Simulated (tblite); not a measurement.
C3H7BrSi2.
Numbering: `[CH:1]#[C:2][CH2:3][SiH2:4][SiH2:5][Br:6]` (hydrogens: H7 on C1; H8, H9 on C3; H10, H11 on Si4; H12, H13 on Si5)

Computed with GFN2-xTB (tblite), gas phase: L-BFGS steps from a force-field or distance-geometry start until the largest atomic force falls under 0.01 eV/Å.

Step 45: E = -476.0891 eV
```
atom  x, y, z in Å  |  force x, y, z in eV/Å
C1     -2.6733    1.0306    0.1751    0.014   0.009  -0.012
C2     -1.8888    0.1522    0.3911   -0.027  -0.044  -0.041
C3     -0.9393   -0.9110    0.6051    0.018   0.016   0.009
Si4     0.4506   -0.8819   -0.7137    0.020   0.025   0.023
Si5     1.8925    0.8711   -0.2630    0.003   0.019  -0.009
Br6     3.3455    0.1759    1.2924    0.007   0.018   0.007
H7     -3.3749    1.7919    0.0079    0.012   0.008   0.013
H8     -1.4600   -1.8717    0.5734   -0.015   0.054   0.005
H9     -0.5140   -0.8001    1.6063    0.010  -0.058   0.018
H10    -0.1338   -0.7475   -2.0502   -0.024   0.009  -0.018
H11     1.1522   -2.1692   -0.6390   -0.002  -0.033   0.012
H12     2.7844    1.2738   -1.3475    0.000   0.001  -0.008
H13     1.3544    2.0863    0.3444   -0.016  -0.024   0.001
```

Step 46: E = -476.0896 eV
```
atom  x, y, z in Å  |  force x, y, z in eV/Å
C1     -2.6669    1.0370    0.1807    0.013   0.008  -0.017
C2     -1.8863    0.1534    0.3890   -0.027  -0.043  -0.039
C3     -0.9405   -0.9129    0.6005    0.028   0.009   0.010
Si4     0.4530   -0.8862   -0.7149    0.008   0.002   0.017
Si5     1.8855    0.8732   -0.2635    0.030  -0.005   0.026
Br6     3.3447    0.1848    1.2933   -0.014   0.025  -0.014
H7     -3.3654    1.8016    0.0169    0.004   0.016   0.012
H8     -1.4634   -1.8723    0.5679   -0.017   0.054   0.002
H9     -0.5153   -0.8040    1.6020    0.012  -0.061   0.023
H10    -0.1253   -0.7605   -2.0554   -0.023   0.013  -0.009
H11     1.1543   -2.1742   -0.6331   -0.003  -0.017   0.014
H12     2.7766    1.2754   -1.3474    0.011   0.013  -0.024
H13     1.3446    2.0851    0.3462   -0.022  -0.013   0.000
```

Step 47: E = -476.0902 eV
```
atom  x, y, z in Å  |  force x, y, z in eV/Å
C1     -2.6602    1.0435    0.1858    0.014   0.003  -0.021
C2     -1.8844    0.1538    0.3857   -0.022  -0.026  -0.028
C3     -0.9411   -0.9146    0.5961    0.031   0.000   0.009
Si4     0.4559   -0.8904   -0.7155   -0.004  -0.024   0.001
Si5     1.8793    0.8752   -0.2635    0.052  -0.029   0.051
Br6     3.3448    0.1952    1.2941   -0.030   0.029  -0.030
H7     -3.3557    1.8112    0.0259   -0.002   0.021   0.008
H8     -1.4671   -1.8719    0.5628   -0.017   0.039  -0.004
H9     -0.5167   -0.8090    1.5983    0.012  -0.055   0.026
H10    -0.1173   -0.7717   -2.0602   -0.018   0.015   0.009
H11     1.1554   -2.1802   -0.6276   -0.006   0.003   0.015
H12     2.7687    1.2762   -1.3480    0.018   0.026  -0.035
H13     1.3339    2.0832    0.3483   -0.026  -0.002  -0.001
```

Step 48: E = -476.0908 eV
```
atom  x, y, z in Å  |  force x, y, z in eV/Å
C1     -2.6528    1.0500    0.1904    0.016  -0.005  -0.023
C2     -1.8828    0.1533    0.3814   -0.012   0.004  -0.008
C3     -0.9410   -0.9162    0.5919    0.021  -0.009   0.007
Si4     0.4591   -0.8947   -0.7159   -0.013  -0.042  -0.016
Si5     1.8743    0.8771   -0.2625    0.059  -0.044   0.052
Br6     3.3451    0.2069    1.2948   -0.034   0.027  -0.033
H7     -3.3458    1.8209    0.0349   -0.005   0.020   0.004
H8     -1.4708   -1.8706    0.5570   -0.018   0.013  -0.011
H9     -0.5180   -0.8154    1.5952    0.007  -0.041   0.024
H10    -0.1101   -0.7818   -2.0641   -0.010   0.016   0.030
H11     1.1555   -2.1868   -0.6219   -0.007   0.022   0.014
H12     2.7609    1.2767   -1.3496    0.018   0.035  -0.033
H13     1.3219    2.0810    0.3506   -0.024   0.003  -0.006
```

Problem. Estimate the geometry and energy of step 49. (The exact step hangs on the optimiser's Hessian estimate; all steps are aligned on step 48, rigid shifts and turns removed.)

Solution. E = -476.0913 eV, largest force 0.063 eV/Å
```
atom  x, y, z in Å  |  force x, y, z in eV/Å
C1     -2.6465    1.0553    0.1935    0.015  -0.009  -0.024
C2     -1.8815    0.1528    0.3775    0.005   0.028   0.014
C3     -0.9403   -0.9173    0.5887    0.002  -0.013   0.005
Si4     0.4619   -0.8984   -0.7163   -0.013  -0.040  -0.021
Si5     1.8717    0.8781   -0.2607    0.042  -0.041   0.023
Br6     3.3451    0.2167    1.2950   -0.020   0.020  -0.019
H7     -3.3377    1.8289    0.0422   -0.001   0.012   0.000
H8     -1.4734   -1.8692    0.5512   -0.017  -0.012  -0.015
H9     -0.5188   -0.8216    1.5934    0.000  -0.026   0.016
H10    -0.1057   -0.7895   -2.0663   -0.003   0.016   0.040
H11     1.1546   -2.1921   -0.6164   -0.002   0.028   0.011
H12     2.7550    1.2777   -1.3517    0.010   0.038  -0.018
H13     1.3113    2.0790    0.3521   -0.016  -0.003  -0.014
```

The energy changes by -0.0005 eV. The first-order estimate −F·Δx gives -0.0008 eV and the mean of the old and new forces, exact on a quadratic surface, -0.0005 eV. The step makes an angle of 80° with the force vector and moves no atom by more than 0.013 Å.

What follows is the cost of the whole relaxation. The run took 0.98 s of wall time on Arm Neoverse N1, one thread, no GPU, shared host with 64 logical CPUs at a one-minute load of 55.
